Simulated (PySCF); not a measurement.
## Dipole response of N⁺ (nitrogen, charge +1)

[He] 2s2 2p2, high-spin 3P determinant. Computed with PySCF 2.14 in aug-cc-pVQZ with one added diffuse shell each of s, p, d, f, g type (7s6p5d4f3g, 105 functions), with the non-relativistic Hamiltonian (point nucleus). Coupled (time-dependent) response in atomic units; α is the mean over directions.

```csv
method,mean α (bohr³),"α xx, yy, zz",C₆ (like pair),S(−4)
UHF,3.930,"3.999, 3.896, 3.896",8.230,13.49
PBE,3.918,"3.926, 3.914, 3.914",8.489,10.46
PBE0,3.869,"3.896, 3.855, 3.855",8.308,10.52
BLYP,3.878,"3.906, 3.864, 3.864",8.382,10.01
PW91,3.922,"3.932, 3.916, 3.916",8.478,10.60
```

S(−4) is the Cauchy moment in α(ω) = α(0) + S(−4) ω² + …

α(iu) at UHF:

| u (hartree) | α(iu) (bohr³) |
| --- | --- |
| 0 | 3.930 |
| 0.0500 | 3.897 |
| 0.100 | 3.805 |
| 0.200 | 3.505 |
| 0.300 | 3.147 |
| 0.500 | 2.480 |
| 0.750 | 1.853 |
| 1.00 | 1.417 |
| 1.50 | 0.8891 |
| 2.00 | 0.6029 |
| 3.00 | 0.3263 |
| 5.00 | 0.1392 |

For an ion, C₆ is the dispersion term alone; charge-induced terms of lower order in 1/R come first.

The components differ because the open shell of this determinant is not spherical; for a pure term their mean is the scalar polarisability.
